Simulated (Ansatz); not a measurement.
Geometry optimisation, RKS PBE0/def2-SVP (Ansatz 0.2.0).

input.yaml

```yaml
crystal:
  periodic: [false, false, false]
  atoms:
    - { symbol: Ge, position_ang: [0.205706, -0.001405, -0.100221] }
    - { symbol: F, position_ang: [0.157957, -0.005258, 1.595304] }
    - { symbol: F, position_ang: [1.849449, 0.004556, -0.533576] }
    - { symbol: F, position_ang: [-0.521249, 1.398703, -0.722394] }
    - { symbol: F, position_ang: [-0.512559, -1.404226, -0.726124] }
    - { symbol: Cl, position_ang: [-2.893465, 0.007433, 1.345893] }
    - { symbol: H, position_ang: [-1.875239, 0.000197, 2.202518] }
basis:
  gaussian: { orbitals: def2-SVP }
hamiltonian:
  xc: pbe0
relax:
  f_tol: 0.03
  max_steps: 50
output:
  orbitals: {}
```

Launched with:

```bash
$ ansatz run input.yaml --threads 2 --pin off --max-ram 3072MiB --backend cpu --events-out ev --progress --plain --runs-dir out
```

Q: Where does it end, and by what steps?

A: The forces met the threshold. The force dipped under the threshold on the way, but the program's further checks kept it going. After 5 steps the energy has fallen by 0.035 eV; H7 moved furthest, 0.17 Å.

```csv
step,energy less start (eV),largest force component (eV/Å),accepted
0,0.0000,0.963,yes
1,-0.0282,0.406,yes
2,-0.0161,0.658,no
3,-0.0339,0.090,yes
4,-0.0349,0.022,yes
5,-0.0351,0.028,yes
```

```xyz
7
Properties=species:S:1:pos:R:3
Ge 0.227 0.000 -0.111
F 0.219 0.001 1.596
F 1.857 0.000 -0.596
F -0.503 1.406 -0.718
F -0.502 -1.407 -0.717
Cl -2.867 0.004 1.319
H -2.020 -0.004 2.289
```

Whether the end is a true minimum wasn't checked by a vibrational analysis.

Time of the run: 31 s on 2 threads of Intel(R) Xeon(R) Platinum 8175M CPU @ 2.50GHz (Skylake/Cascade Lake) (shared host), peak memory 0.3 GiB.
